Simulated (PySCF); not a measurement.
PySCF input file for C5H6O2, SMILES Cc1coc(O)c1, TDDFT-CAM-B3LYP/def2-SVPD. The structure is a stationary point at TPSSh-D3(BJ)/def2-SVP. Other conformers were not sampled.

```python
import numpy as np
from pyscf import gto, scf, dft, tdscf

mol = gto.M(
    atom='''
    C     0.44332690   -2.56369384   -0.00000000
    C     0.07099060   -1.11317872   -0.00000000
    C    -1.18536006   -0.57914818   -0.00000000
    O    -1.12289148    0.79737522    0.00000000
    C     0.17844761    1.12507056    0.00000000
    O     0.39917203    2.44975452   -0.00000000
    C     0.97833515    0.01226798    0.00000000
    H     1.04467248   -2.82088290   -0.88775708
    H    -0.45185835   -3.20250013    0.00000000
    H     1.04467247   -2.82088290    0.88775708
    H    -2.18422832   -1.00332897   -0.00000000
    H     1.35631358    2.59653412   -0.00000000
    H     2.06574253   -0.01388404   -0.00000000
    ''',
    basis='def2-SVPD',
    charge=0,
    spin=0,
    symmetry=True,
    max_memory=1600,
    verbose=4,
)
mf = dft.RKS(mol, xc='cam-b3lyp').density_fit(auxbasis='def2-universal-jkfit')
mf.grids.level = 3
mf.conv_tol = 1e-9
mf.max_cycle = 100
mf.kernel()
mf.grids = dft.Grids(mol).set(level=1).build(with_non0tab=True)  # coarser grid for the response kernel
td = tdscf.TDDFT(mf)
td.singlet = True
td.nstates = 10
td.conv_tol = 1e-4
td.positive_eig_threshold = 1e-6
td.kernel(x0=td.get_init_guess(mf, 15))
td.analyze()
tt = tdscf.TDA(mf)
tt.singlet = False
tt.nstates = 4
tt.conv_tol = 1e-4
tt.positive_eig_threshold = 1e-6
tt.kernel(x0=tt.get_init_guess(mf, 9))
tt.analyze(verbose=3)
```

Program output:

```
PySCF version 2.14.0

[INPUT] verbose = 4
[INPUT] num. atoms = 13
[INPUT] num. electrons = 52
[INPUT] charge = 0
[INPUT] spin (= nelec alpha-beta = 2S) = 0
[INPUT] symmetry True subgroup None
[INPUT] Mole.unit = angstrom
[INPUT] Symbol           X                Y                Z      unit          X                Y                Z       unit  Magmom
[INPUT]  1 C      0.443326900000  -2.563693840000   0.000000000000 AA    0.837766424652  -4.844679224835   0.000000000000 Bohr   0.0
[INPUT]  2 C      0.070990600000  -1.113178720000   0.000000000000 AA    0.134152791419  -2.103602908494   0.000000000000 Bohr   0.0
[INPUT]  3 C     -1.185360060000  -0.579148180000   0.000000000000 AA   -2.240005872398  -1.094431445740   0.000000000000 Bohr   0.0
[INPUT]  4 O     -1.122891480000   0.797375220000   0.000000000000 AA   -2.121957364808   1.506820784315   0.000000000000 Bohr   0.0
[INPUT]  5 C      0.178447610000   1.125070560000   0.000000000000 AA    0.337217110483   2.126075229211   0.000000000000 Bohr   0.0
[INPUT]  6 O      0.399172030000   2.449754520000   0.000000000000 AA    0.754325813287   4.629365115215   0.000000000000 Bohr   0.0
[INPUT]  7 C      0.978335150000   0.012267980000   0.000000000000 AA    1.848785491535   0.023183122302   0.000000000000 Bohr   0.0
[INPUT]  8 H      1.044672480000  -2.820882900000  -0.887757080000 AA    1.974144877070  -5.330696110469  -1.677617746344 Bohr   0.0
[INPUT]  9 H     -0.451858350000  -3.202500130000   0.000000000000 AA   -0.853888528598  -6.051848159584   0.000000000000 Bohr   0.0
[INPUT] 10 H      1.044672470000  -2.820882900000   0.887757080000 AA    1.974144858173  -5.330696110469   1.677617746344 Bohr   0.0
[INPUT] 11 H     -2.184228320000  -1.003328970000   0.000000000000 AA   -4.127593318319  -1.896016966142   0.000000000000 Bohr   0.0
[INPUT] 12 H      1.356313580000   2.596534120000   0.000000000000 AA    2.563061205228   4.906738359889   0.000000000000 Bohr   0.0
[INPUT] 13 H      2.065742530000  -0.013884040000   0.000000000000 AA    3.903687625566  -0.026237033103   0.000000000000 Bohr   0.0

nuclear repulsion = 290.797385253537
point group symmetry = Cs
symmetry origin: [-3.63408893e-10 -3.63408870e-09  0.00000000e+00]
symmetry axis x: [ 1.00000000e+00 -1.28545807e-09 -2.29846015e-10]
symmetry axis y: [-1.28545807e-09 -1.00000000e+00 -2.03056924e-17]
symmetry axis z: [2.29846015e-10 1.28756845e-17 1.00000000e+00]
num. orbitals of irrep A' = 134
num. orbitals of irrep A" = 60
number of shells = 82
number of NR pGTOs = 276
number of NR cGTOs = 194
basis = def2-SVPD
ecp = {}


******** <class 'pyscf.df.df_jk.DFSymAdaptedRKS'> ********
method = DFSymAdaptedRKS
initial guess = minao
damping factor = 0
level_shift factor = 0
DIIS = <class 'pyscf.scf.diis.CDIIS'>
diis_start_cycle = 1
diis_space = 8
diis_damp = 0
SCF conv_tol = 1e-09
SCF conv_tol_grad = None
SCF max_cycles = 100
direct_scf = False
XC library pyscf.dft.libxc version 7.1.2
    S. Lehtola, C. Steigemann, M. J. T. Oliveira, and M. A. L. Marques,  SoftwareX 7, 1–5 (2018)
XC functionals = cam-b3lyp
    T. Yanai, D. P. Tew, and N. C. Handy,  Chem. Phys. Lett. 393, 51 (2004)
radial grids:
    Treutler-Ahlrichs [JCP 102, 346 (1995); DOI:10.1063/1.469408] (M4) radial grids

becke partition: Becke, JCP 88, 2547 (1988); DOI:10.1063/1.454033
pruning grids: <function nwchem_prune>
grids dens level: 3
symmetrized grids: True
atomic radii adjust function: <function treutler_atomic_radii_adjust>
small_rho_cutoff = 0
Freeze 0 electrons in irreps []
    52 free electrons in irreps A' A"
Set gradient conv threshold to 3.16228e-05
Initial guess from minao.
tot grids = 157608
******** <class 'pyscf.df.df.DF'> ********
auxbasis = def2-universal-jkfit
Create RSH-DF object <pyscf.df.df.DF object> for omega=0.33
******** <class 'pyscf.df.df.DF'> ********
auxbasis = auxmol.basis = def2-universal-jkfit
init E= -345.505483897925
HOMO (A") = -0.218561085229893  LUMO (A") = -0.01472366382111  gap/eV = 5.54670
cycle= 1 E= -344.078871013455  delta_E= 1.43  |g|= 0.687  |ddm|= 6.74
HOMO (A") = -0.249536560525792  LUMO (A') = 0.0300462317446382  gap/eV = 7.60784
cycle= 2 E= -344.064551253545  delta_E= 0.0143  |g|= 0.792  |ddm|= 1.89
HOMO (A") = -0.261673955663621  LUMO (A') = 0.0291332106720397  gap/eV = 7.91327
cycle= 3 E= -344.173622095302  delta_E= -0.109  |g|= 0.0743  |ddm|= 1.04
HOMO (A") = -0.268329520978648  LUMO (A') = 0.0317782510811346  gap/eV = 8.16635
cycle= 4 E= -344.174342605931  delta_E= -0.000721  |g|= 0.0443  |ddm|= 0.185
HOMO (A") = -0.267299503352024  LUMO (A') = 0.0321369750959488  gap/eV = 8.14808
cycle= 5 E= -344.174782879468  delta_E= -0.00044  |g|= 0.0116  |ddm|= 0.0821
HOMO (A") = -0.266404232849682  LUMO (A') = 0.0320641707410072  gap/eV = 8.12174
cycle= 6 E= -344.174813544453  delta_E= -3.07e-05  |g|= 0.00293  |ddm|= 0.0286
HOMO (A") = -0.266752904484181  LUMO (A') = 0.032035877897103  gap/eV = 8.13046
cycle= 7 E= -344.174815444345  delta_E= -1.9e-06  |g|= 0.000723  |ddm|= 0.00626
HOMO (A") = -0.266774447815586  LUMO (A') = 0.0320307888963662  gap/eV = 8.13090
cycle= 8 E= -344.174815554362  delta_E= -1.1e-07  |g|= 0.000386  |ddm|= 0.00146
HOMO (A") = -0.266747267277196  LUMO (A') = 0.0320436440993719  gap/eV = 8.13051
cycle= 9 E= -344.174815586157  delta_E= -3.18e-08  |g|= 6.79e-05  |ddm|= 0.000769
HOMO (A") = -0.266748166245846  LUMO (A') = 0.0320412406705124  gap/eV = 8.13047
cycle= 10 E= -344.174815587927  delta_E= -1.77e-09  |g|= 3.93e-05  |ddm|= 0.00027
HOMO (A") = -0.26674993098648  LUMO (A') = 0.0320428818079477  gap/eV = 8.13057
cycle= 11 E= -344.174815588423  delta_E= -4.97e-10  |g|= 1.11e-05  |ddm|= 0.000116
HOMO (A") = -0.266748786205163  LUMO (A') = 0.0320433123936441  gap/eV = 8.13055
Extra cycle  E= -344.174815588448  delta_E= -2.42e-11  |g|= 9.21e-06  |ddm|= 3.45e-05
converged SCF energy = -344.174815588448
tot grids = 51096
Overwritten attributes  positive_eig_threshold  of <class 'pyscf.tdscf.rks.TDDFT'>


******** <class 'pyscf.tdscf.rks.TDDFT'> for <class 'pyscf.df.df_jk.DFSymAdaptedRKS'> ********
nstates = 10 singlet
deg_eia_thresh = 1.000e-03
wfnsym = None
conv_tol = 0.0001
eigh lindep = 1e-12
eigh level_shift = 0
eigh max_cycle = 100


Excitation energies (eV)
[5.2074256  6.05509407 6.12861182 6.68867286 6.72948582 7.06573232
 7.09068195 7.3263031  7.67938209 7.8854051 ]

** Singlet excitation energies and oscillator strengths **
Excited State   1:   A"      5.20743 eV    238.09 nm  f=0.0001
      25 -> 27       -0.11413
      26 -> 27        0.68398
Excited State   2:   A'      6.05509 eV    204.76 nm  f=0.1660
      26 -> 29       -0.69898
Excited State   3:   A"      6.12861 eV    202.30 nm  f=0.0008
      26 -> 28        0.65603
      26 -> 30        0.18068
Excited State   4:   A'      6.68867 eV    185.36 nm  f=0.0537
      25 -> 29       -0.29630
      26 -> 31        0.62742
Excited State   5:   A"      6.72949 eV    184.24 nm  f=0.0146
      25 -> 27       -0.10263
      26 -> 28        0.18810
      26 -> 30       -0.65103
Excited State   6:   A"      7.06573 eV    175.47 nm  f=0.0002
      26 -> 32       -0.45251
      26 -> 33        0.44857
      26 -> 34        0.21735
Excited State   7:   A"      7.09068 eV    174.86 nm  f=0.0068
      25 -> 28        0.16156
      26 -> 32       -0.46510
      26 -> 33       -0.46313
Excited State   8:   A"      7.32630 eV    169.23 nm  f=0.0048
      25 -> 27        0.65200
      26 -> 27        0.11490
      26 -> 33       -0.10310
Excited State   9:   A'      7.67938 eV    161.45 nm  f=0.1710
      25 -> 29        0.48670
      25 -> 31       -0.11345
      26 -> 31        0.27138
      26 -> 35        0.38945
      26 -> 38        0.11476
Excited State  10:   A"      7.88541 eV    157.23 nm  f=0.0004
      25 -> 28       -0.56616
      25 -> 33       -0.10647
      26 -> 32       -0.17433
      26 -> 34       -0.29861
      26 -> 36       -0.10042

** Transition electric dipole moments (AU) **
state          X           Y           Z        Dip. S.      Osc.
  1         0.0000      0.0000     -0.0291      0.0008      0.0001
  2         0.7049      0.7888      0.0000      1.1190      0.1660
  3        -0.0000     -0.0000      0.0728      0.0053      0.0008
  4        -0.4145      0.3952     -0.0000      0.3280      0.0537
  5        -0.0000     -0.0000     -0.2980      0.0888      0.0146
  6        -0.0000     -0.0000     -0.0329      0.0011      0.0002
  7        -0.0000      0.0000      0.1983      0.0393      0.0068
  8         0.0000     -0.0000      0.1635      0.0267      0.0048
  9        -0.6859      0.6623     -0.0000      0.9091      0.1710
 10        -0.0000      0.0000     -0.0475      0.0023      0.0004

** Transition velocity dipole moments (imaginary part, AU) **
state          X           Y           Z        Dip. S.      Osc.
  1         0.0000     -0.0000     -0.0116      0.0001      0.0005
  2         0.1556      0.1734      0.0000      0.0543      0.1626
  3        -0.0000      0.0000      0.0237      0.0006      0.0017
  4        -0.1036      0.0959      0.0000      0.0199      0.0541
  5        -0.0000      0.0000     -0.0870      0.0076      0.0204
  6         0.0000     -0.0000     -0.0090      0.0001      0.0002
  7         0.0000     -0.0000      0.0661      0.0044      0.0112
  8        -0.0000     -0.0000      0.0509      0.0026      0.0064
  9        -0.1945      0.1831     -0.0000      0.0714      0.1686
 10         0.0000      0.0000     -0.0194      0.0004      0.0009

** Transition magnetic dipole moments (imaginary part, AU) **
state          X           Y           Z
  1        -0.1856     -0.2029      0.0000
  2         0.0000      0.0000     -0.4541
  3         0.1395     -0.5362     -0.0000
  4        -0.0000      0.0000      0.3743
  5        -0.3739      0.1592     -0.0000
  6        -0.1280     -0.2128      0.0000
  7        -0.5874      0.3678      0.0000
  8         0.0895      0.3606      0.0000
  9        -0.0000     -0.0000     -0.0952
 10         0.2901      0.2040     -0.0000
Overwritten attributes  positive_eig_threshold  of <class 'pyscf.tdscf.rks.TDA'>


******** <class 'pyscf.tdscf.rks.TDA'> for <class 'pyscf.df.df_jk.DFSymAdaptedRKS'> ********
nstates = 4 triplet
deg_eia_thresh = 1.000e-03
wfnsym = None
conv_tol = 0.0001
eigh lindep = 1e-12
eigh level_shift = 0
eigh max_cycle = 100


Excitation energies (eV)
[3.96337835 5.08591393 5.12468034 6.05716185]

** Triplet excitation energies and oscillator strengths **
Excited State   1:   A'      3.96338 eV    312.82 nm  f=0.0000
Excited State   2:   A"      5.08591 eV    243.78 nm  f=0.0000
Excited State   3:   A'      5.12468 eV    241.94 nm  f=0.0000
Excited State   4:   A"      6.05716 eV    204.69 nm  f=0.0000
```

Self-consistency was reached.

Cost: roughly 9 core-minutes.
